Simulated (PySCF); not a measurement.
**Electron correlation in Si (silicon, neutral)**

[Ne] 3s1 3p2 3d1, one real determinant (an excited configuration). Computed with PySCF 2.14 in aug-cc-pV(Q+d)Z, with the non-relativistic Hamiltonian (point nucleus). Frozen: [Ne]; 4 electrons correlated.

```csv
level,correlation energy (mhartree)
CCSD,-32.90
(T),-3.21
CCSD(T),-36.11
```

Diagnostics: T1 = 0.045, D1 = 0.1241, largest double amplitude 0.292.

The real determinant used has ⟨L²⟩ near 8 against 12 for a pure F term, so it mixes terms. The outer electron is Rydberg-like, and this basis confines it to a smaller radius and binds it less than a complete one would. T1 exceeds 0.03, a sign that the reference determinant is poor. A double-excitation amplitude exceeds 0.15, a sign of near-degeneracy.

Cost of the coupled-cluster step: roughly 11 core-seconds, for 4 correlated electrons.

Iterations:

```
CC2 = 0
CCSD nocc = (np.int64(4), np.int64(0)), nmo = (84, 84)
frozen orbitals [[0, 1, 2, 3, 4], [0, 1, 2, 3, 4]]
max_cycle = 100
direct = 0
conv_tol = 1e-08
conv_tol_normt = 1e-06
diis_space = 8
diis_start_cycle = 0
Init t2, MP2 energy = -0.0187061815743891
Init E_corr(UCCSD) = -0.0187061815861406
cycle = 1  E_corr(UCCSD) = -0.0243307368233992  dE = -0.00562455524  norm(t1,t2) = 0.0523829
cycle = 2  E_corr(UCCSD) = -0.0265445077312117  dE = -0.00221377091  norm(t1,t2) = 0.0346569
cycle = 3  E_corr(UCCSD) = -0.0288373869738528  dE = -0.00229287924  norm(t1,t2) = 0.0285811
cycle = 4  E_corr(UCCSD) = -0.0288414848467269  dE = -4.09787287e-06  norm(t1,t2) = 0.0284438
cycle = 5  E_corr(UCCSD) = -0.0292937585332185  dE = -0.000452273686  norm(t1,t2) = 0.0246359
cycle = 6  E_corr(UCCSD) = -0.0310647825139156  dE = -0.00177102398  norm(t1,t2) = 0.0181173
cycle = 7  E_corr(UCCSD) = -0.0313030657897115  dE = -0.000238283276  norm(t1,t2) = 0.0129435
cycle = 8  E_corr(UCCSD) = -0.0329087069704652  dE = -0.00160564118  norm(t1,t2) = 0.0087322
cycle = 9  E_corr(UCCSD) = -0.0327414149703158  dE = 0.000167292  norm(t1,t2) = 0.00241543
cycle = 10  E_corr(UCCSD) = -0.0329255019414695  dE = -0.000184086971  norm(t1,t2) = 0.00109163
cycle = 11  E_corr(UCCSD) = -0.0328933658023813  dE = 3.21361391e-05  norm(t1,t2) = 0.000171113
cycle = 12  E_corr(UCCSD) = -0.0329024371966668  dE = -9.07139429e-06  norm(t1,t2) = 5.0618e-05
cycle = 13  E_corr(UCCSD) = -0.0329009216302744  dE = 1.51556639e-06  norm(t1,t2) = 8.72039e-06
cycle = 14  E_corr(UCCSD) = -0.0329015298412522  dE = -6.08210978e-07  norm(t1,t2) = 3.78008e-06
cycle = 15  E_corr(UCCSD) = -0.0329014253690265  dE = 1.04472226e-07  norm(t1,t2) = 8.26224e-07
cycle = 16  E_corr(UCCSD) = -0.0329014232893908  dE = 2.07963576e-09  norm(t1,t2) = 1.26003e-07
UCCSD converged
E(UCCSD) = -288.5246665512436  E_corr = -0.03290142328939077
UCCSD(T) correction = -0.00320726820938503
```

The reference is one real determinant that mixes LS terms of this configuration.
